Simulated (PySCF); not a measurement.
**What settings do to a single point of [Dy(PH3)2]3+**

The sound run of [Dy(PH3)2]3+ (singlet in the valence; each metal's 4f electrons, 9 of them, lie in its core potential, out of spins and levels) uses PySCF 2.14.0, RKS BP86, Dy lcecp-1-SVP with ECP55, P def2-SVP, H def2-SVP; non-relativistic Hamiltonian with scalar-relativistic core potentials where named; density fitting; no spin-orbit coupling, grid (50, 194), threshold 1e-8 Eh and 55 cycles, at the relaxed geometry:

```xyz
9

Dy    0.2356   -1.3657    0.0000
P    -0.0170    0.1877    2.4697
H     1.2490    0.5116    3.0646
H    -0.7009    1.4402    2.3260
H    -0.7386   -0.5261    3.4856
P    -0.0170    0.1877   -2.4697
H     1.2490    0.5116   -3.0646
H    -0.7386   -0.5261   -3.4856
H    -0.7009    1.4402   -2.3260
```

There Dy1 has a Mulliken charge of 1.79 e and the dipole about the centre of mass is 2.84 D. Each run below changes one thing and starts from free metal ions and neutral atoms unless it says otherwise; with 55 cycles, smearing, a level shift and second-order steps follow where DIIS fails, and their cycles count. Energy shifts count from the sound run. On f atoms grids over 110 angular points are at least (60, 302).

```csv
change,outcome,cycles,energy shift (eV),largest force component (eV/Å),charge on Dy1 (e),dipole about the centre of mass (D)
"spin (2S) set to 3, limit 90 cycles",refused,–,–,–,–,–
"grid (40, 110)",converged,11,-0.0006,0.03,1.79,2.84
```

(1) One further run converged with energy shift (eV) 0.37, largest force component (eV/Å) 1.09, charge on Dy1 (e) 1.80, dipole about the centre of mass (D) 3.01. Which change was it?
A. all coordinates × 1.05
B. cycle limit 8
C. threshold 0.001

(2) And the other changes listed?

Forces carry noise of the integration grid, about 0.01 to 0.03 eV/Å.

A frequency check found unstable modes (1, the lowest at -6 cm⁻¹), so the relaxed geometry is a saddle point, or these are noise. An lcecp potential fixes the number of 4f electrons, so in runs with it no electron can move into or out of that shell.

## Answers

(1) A.

(2) 
```tsv
change	outcome	cycles	energy shift (eV)	largest force component (eV/Å)	charge on Dy1 (e)	dipole about the centre of mass (D)
threshold 0.001	converged	7	0.0003	0.03	1.80	2.80
cycle limit 8	not converged	8	–	–	–	–
```
